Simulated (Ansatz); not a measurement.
**Which method gave which barrier?**

Saddle point of Si2H5ClO, closed shell (Si₂H₅ClO ([OH][SiH]([SiH3])[Cl]) → Si₂H₄O ([O][SiH][SiH3]) + HCl; bonds formed: Cl2–H4; bonds broken: Si1–Cl2, O3–H4), PBE0-D4/def2-TZVP structure:

Si1  (-0.858, -0.809, -0.491)
Cl2  (0.602, 2.001, -1.272)
O3  (-1.135, -0.046, -1.813)
H4  (-0.390, 0.966, -1.733)
H5  (-1.621, -2.073, -0.322)
Si6  (0.654, -0.064, 1.148)
H7  (0.177, 1.215, 1.709)
H8  (2.018, -0.061, 0.583)
H9  (0.554, -1.129, 2.190)
(Å)

Ansatz 0.2.0; basis: def2-TZVPP, with def2-QZVPP for the basis limit; cores frozen in the correlated methods. B3LYP uses VWN-RPA correlation. Extrapolation: Hartree–Fock as exp(−7.88 √X), correlation as X^−2.97. Four methods, as single points on the PBE0-D4 structures, gave these electronic barriers from the start structure: 226.2, 241.4, 253.7, 306.3 kJ/mol.

The methods were, in alphabetical order, B3LYP-D4, HF, MP2, PBE-D4. Which gave which? (A judgement: the text doesn't fix the answer.)

Computed: PBE-D4 226.2; B3LYP-D4 241.4; MP2 253.7; HF 306.3 kJ/mol. For comparison, CCSD(T) at an estimated basis limit (MP2 extrapolated from triple and quadruple zeta, plus CCSD(T) − MP2 in triple zeta) gives 257.5 kJ/mol.

T1 diagnostic: at most 0.020.

Labels in which every atom is bracketed show which atoms are joined, not bond orders.

For scale, one of the runs: CCSD(T)/def2-TZVPP, 227 basis functions, launched by `ansatz run in.yaml --threads 4 --pin off --events-out ev --progress --plain --max-ram 9574MiB`. The run took 96 s on 4 CPU threads of an Intel Xeon (shared host), with 3.4 GiB of host memory at its peak.
